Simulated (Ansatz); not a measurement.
Program: Ansatz. Geometries: PBE0-D4/def2-TZVP. ΔE: electronic, gas phase. CCSD(T)/CBS is the MP2 limit (def2-TZVPP, def2-QZVPP) plus CCSD(T) − MP2 in def2-TZVPP, frozen cores. This one scheme is used for every species. DFT in def2-TZVPP. B3LYP here is the variant with VWN-RPA as its local correlation; programs differ in this. Each species was taken in one conformer, which may not be the lowest.

`NCC1BN1` + `[SiH3]Cl` → `Cl[SiH2]C1BN1` + CH₃NH₂  (formal exchange of groups at a C–C bond)

```tsv
level	ΔE (kJ/mol)
PBE0-D4	-29.4
B3LYP-D4	-31.0
PBE	-28.5
PBE0	-28.3
HF/def2-TZVPP	-25.8
SCS-MP2/def2-TZVPP	-27.5
CCSD/def2-TZVPP	-26.6
CCSD(T)/def2-TZVPP	-26.8
```

**Question.** What does CCSD(T)/CBS give? (Best estimate.)

**Answer.** Ansatz gave: -29.4 kJ/mol. The listed levels differ from it by 0.0, -1.6, 0.9, 1.1, 3.6, 1.9, 2.8, 2.6 kJ/mol.

Largest T1 diagnostic among the species: 0.012.
